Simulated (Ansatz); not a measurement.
C2H7ClGeO3 (SMILES C[O][Ge]([OH])([Cl])[O]C), singlet, at a GFN2-xTB geometry, with bond 8-1 at 2.4 times its length; SC-NEVPT2/STO-3G, CASSCF(2,4) (Ansatz, a first-principles code).

The Ansatz input:
Ansatz 0.2 input:
```yaml
crystal:
  periodic: [false, false, false]
  atoms:
    - {symbol: C, position_ang: [-1.80365641, -1.94825551, 0.28889185]}
    - {symbol: O, position_ang: [-0.95213971, -1.01957416, 0.93706121]}
    - {symbol: Ge, position_ang: [0.05297695, 0.20702883, 0.15740232]}
    - {symbol: O, position_ang: [0.67451459, 1.12272697, 1.48384686]}
    - {symbol: Cl, position_ang: [-1.03323495, 1.34839605, -1.19967156]}
    - {symbol: O, position_ang: [1.37949730, -0.42169628, -0.78848243]}
    - {symbol: C, position_ang: [2.54743741, -1.04553201, -0.27271965]}
    - {symbol: H, position_ang: [-3.60804567, -0.72920774, -1.16708375]}
    - {symbol: H, position_ang: [-2.29650895, -2.51259420, 1.08138460]}
    - {symbol: H, position_ang: [-1.23759611, -2.63176133, -0.34628125]}
    - {symbol: H, position_ang: [0.11985308, 1.16705477, 2.26216059]}
    - {symbol: H, position_ang: [3.05180803, -0.40353349, 0.45023409]}
    - {symbol: H, position_ang: [3.20032482, -1.21533326, -1.12942209]}
    - {symbol: H, position_ang: [2.30967282, -2.00009620, 0.20079289]}
basis:
  gaussian:
    orbitals: STO-3G
magnetization: {spin_polarized: false}
correlation: {method: sc_nevpt2, electrons: all, active_space: {window: {electrons: 2, orbitals: 4}}}
```

What the program printed (banner, timings and long lists left out):

```
Functional definition: HF
744 factors; integrals over basis functions are off by at most 3.5e-5 eV
mean field evaluation 1: about -76360.9119 eV, gradient 3.7e1 eV
mean field evaluation 2: about -76361.1303 eV, gradient 3.7e1 eV
mean field evaluation 4: about -76368.8440 eV, gradient 8.3e0 eV
mean field evaluation 8: about -76369.2360 eV, gradient 4.2e-2 eV
mean field -76369.22812772 eV, -2806.5173687717 hartree, gradient 3.0e-6 eV, S^2 0.000000; 0 other end points of the search recorded, 0 dependent functions left out; unrestricted orbitals would lower it
reference -76369.22812772 eV, -2806.5173687717 hartree; 46, 46 occupied and 13, 13 virtual orbitals, 744 factors
state -76374.01332715 eV, -2806.6932216072 hartree
state -76374.01332715 eV, -2806.6932216072 hartree; corrected -76380.35439010 eV, -2806.9262513724 hartree
WARN: 2 active orbitals are nearly empty or full. The corrections depend on them more than the energy does, and are more stable in an active space without them
Total energy: -76380.35439010 eV, -2806.9262513724 hartree
```
